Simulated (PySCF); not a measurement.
## Two-component Hartree-Fock for Au³⁺ (gold, charge +3)

Start: [Xe] 4f14 5d8; 5d3/2 filled at m_j = -3/2, -1/2, +1/2, +3/2; 5d5/2 filled at m_j = -1/2, +1/2, +3/2, +5/2. Calculated with PySCF 2.14 in x2c-TZVPPall-2c: generalised Hartree-Fock with the X2C-1e Hamiltonian and a Gaussian nucleus; one run each with spin-orbit coupling (SO) switched off, then screened by Boettger's factors.

| spinor shell | electrons | ε, spin-free (eV) | ε, screened SO (eV) | weight of nominal j (screened SO) | rms radius, screened SO (bohr) |
| --- | --- | --- | --- | --- | --- |
| 1s1/2 | 2 | -81214.4 | -81183.1 | 1.000 | 0.0190 |
| 2s1/2 | 2 | -14512.8 | -14502.8 | 1.000 | 0.0768 |
| 2p1/2 | 2 | -12563.6 | -13885.4 | 1.000 | 0.0651 |
| 2p3/2 | 4 | -12563.6 | -12044.2 | 1.000 | 0.0731 |
| 3s1/2 | 2 | -3522.7 | -3519.4 | 1.000 | 0.196 |
| 3p1/2 | 2 | -2948.4 | -3242.7 | 1.000 | 0.188 |
| 3p3/2 | 4 | -2948.4 | -2830.3 | 1.000 | 0.204 |
| 3d3/2 | 4 | -2324.9 | -2376.3 | 1.000 | 0.179 |
| 3d5/2 | 6 | -2324.9 | -2288.0 | 1.000 | 0.183 |
| 4s1/2 | 2 | -830.33 | -829.21 | 1.000 | 0.432 |
| 4p1/2 | 2 | -638.78 | -710.18 | 1.000 | 0.437 |
| 4p3/2 | 4 | -638.78 | -609.79 | 1.000 | 0.471 |
| 4d3/2 | 4 | -403.59 | -414.77 | 1.000 | 0.485 |
| 4d5/2 | 6 | -403.59 | -395.21 | 1.000 | 0.497 |
| 5s1/2 | 2 | -163.90 | -163.63 | 1.000 | 0.994 |
| 4f5/2 | 6 | -140.61 | -142.34 | 0.999 | 0.543 |
| 4f7/2 | 8 | -140.61 | -138.34 | 0.999 | 0.546 |
| 5p1/2 | 2 | -110.18 | -123.60 | 0.996 | 1.08 |
| 5p3/2 | 4 | -110.18 | -104.52 | 0.998 | 1.17 |
| 5d3/2 | 4 | -47.592 | -48.756 | 0.907 | 1.50 |
| 5d5/2 | 4 | -47.592 | -46.517 | 0.924 | 1.55 |

```csv
quantity,spin-free,screened SO
E (hartree),-18995.27159,-19024.75228
M_J,4,4
⟨J²⟩,20.011,20.010
⟨L²⟩,12.008,12.500
⟨S²⟩,2.002,2.085
```

Each row is a mean over spinors that exchange with the open shell spreads, by up to 7.310 eV (5p3/2).

Breit and QED terms are absent; they matter most for the inner s and p1/2 levels.

Densities and radii are taken from the X2C orbitals without a picture-change correction, which distorts them close to the nucleus.

Without spin-orbit coupling the j labels of p, d and f shells carry no meaning; the spin-free column gives the mean over the occupied spinors of each nl shell.
